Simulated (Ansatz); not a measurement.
Br₂Ge, triplet, at a GFN2-xTB geometry (the spin is typed, not shown lowest), with bond 3-1 at 1.8 times its length; PBE/STO-3G run with Ansatz (a program for electronic structure).

The Ansatz input:
Ansatz 0.2 input:
```yaml
crystal:
  periodic: [false, false, false]
  atoms:
    - {symbol: Ge, position_ang: [0.01662620, 0.00626078, 1.00353305]}
    - {symbol: Br, position_ang: [1.08727208, -1.65040649, -0.46661885]}
    - {symbol: Br, position_ang: [-1.99775268, 2.95541962, -1.61444117]}
basis:
  gaussian:
    orbitals: STO-3G
hamiltonian:
  xc: pbe
magnetization: {spin_polarized: true, initial_magnetization: 2}
scf: {lower_state_search: off}
```

It wrote (shortened):

```
Functional definition: PBE
these checks for a lower state are left out or cut short: stability, starts, cluster_reference, orbital_swaps, neighbouring_geometries, increment
520 factors; integrals over basis functions are off by at most 1.8e-5 eV
mean field evaluation 1: about -194005.7770 eV, gradient 1.2e2 eV
mean field evaluation 2: about -194228.5793 eV, gradient 2.1e1 eV
mean field evaluation 4: about -194240.0174 eV, gradient 6.0e1 eV
mean field evaluation 8: about -194279.6446 eV, gradient 4.6e1 eV
mean field evaluation 16: about -194388.9686 eV, gradient 1.9e-1 eV
mean field evaluation 32: about -194388.9744 eV, gradient 1.7e-2 eV
mean field -194389.02663457 eV, -7143.6649672058 hartree, gradient 9.2e-6 eV, S^2 2.004374; 0 other end points of the search recorded, 0 dependent functions left out
reference -194389.02665279 eV, -7143.6649678755 hartree; 52, 50 occupied and 2, 4 virtual orbitals, 520 factors
Total energy: -194389.02665279 eV, -7143.6649678755 hartree
Checks for a lower state left out: stability, starts, cluster_reference, orbital_swaps, neighbouring_geometries, increment
```
